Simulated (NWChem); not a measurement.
Molecule: C2H4O2Si; SMILES O1C([SiH2]C1)=O

```xyz
9

O      0.4819    -2.0320     0.0000
C      0.1456    -0.8810     0.0000
O     -1.1801    -0.4575     0.0000
C     -1.0991     1.0081     0.0000
Si     0.8177     0.9603     0.0000
H     -1.5979     1.4126    -0.9038
H     -1.5979     1.4126     0.9038
H      1.5272     1.4420     1.2328
H      1.5272     1.4420    -1.2328
```
Atoms are numbered in this order, from 1.

All runs: NWChem. Structure relaxed at the PBE-D3(BJ)/def2-SVP level. Ions are spin-unrestricted doublets at the neutral geometry; other ion states weren't tried.

For level M06-2X/def2-SVP:

```
Property                               Result
-------------------------------------  ------
vertical ionisation energy, ΔSCF (eV)   10.04
−ε(HOMO) (eV)                            8.96
```

### Question
Estimate the same quantities for level Hartree-Fock/def2-SVP.

### Answer
The vertical ionisation energy, ΔSCF (eV) is 8.86. The −ε(HOMO) (eV) comes out as 11.28.
